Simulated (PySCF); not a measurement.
## Telling isomers of C₂H₉B₂N apart by NMR

- J: B3LYP/pcJ-1 (spin–dipole term left out of most H,H and C,H couplings)
- geometry from PBE0-D3(BJ)/def2-SVP
- shielding tensors at PBE0/pcSseg-1 (GIAO)
- code: PySCF 2.14.0 with density-fitted response routines
- gas phase, rapidly exchanging positions averaged, one conformer, relativity neglected

Referencing at the same level of theory: TMS for ¹H and ¹³C. Multiplet labels drop J under 1 Hz and among equivalent protons, and merge close values. Unscaled 3J(H,H) run several per cent high. Vicinal couplings that depend on rotamer populations or ring flexing (ring, CH–CH, X–H and H–F types) are those of the one conformer. Couplings to H on boron are left out. Carbons bonded to boron are broad in practice. Shifts are as computed. Against solution values, carbons near 30 ppm lie about +2 ppm off and those near 130 ppm about +5 ppm. Of 1309 compounds with measured shifts, 239 miss one by over three times the rms of a fit or turn the order of signals round; such compounds aren't used in these exercises. OH and NH positions are gas-phase values without hydrogen bonding to other molecules.

(1) Tabulate the signals of `BNBCC`, `BNB(C)C` and their relative energies.

(2) What is the quickest way to tell BNBCC from BNB(C)C?

Answers

(1) 
```json
{"SMILES": "BNBCC", "carbon types": "1×CH2 1×CH3", "δC": "17.9, 7.7", "δH": "7.28 (br s, 1H), 5.74 (br, 1H), 5.55 (br, 2H), 1.26 (q, 2H), 0.99 (t, 3H)", "E rel. (kcal/mol)": "12.1"}
{"SMILES": "BNB(C)C", "carbon types": "2×CH3", "δC": "7.6", "δH": "6.88 (br s, 1H), 5.54 (br, 2H), 0.64 (s, 6H)", "E rel. (kcal/mol)": "0.0"}
```

Energies are electronic energies at PBE0/pcSseg-1 on these geometries, without zero-point or thermal terms, each for the one conformer computed, which needn't be the lowest.

(2) Count the carbon signals: 2 against 1. The first has an sp3 CH2 bonded to B at 17.9 ppm, the second a methyl carbon bonded to B (CH3) at 7.6 ppm.
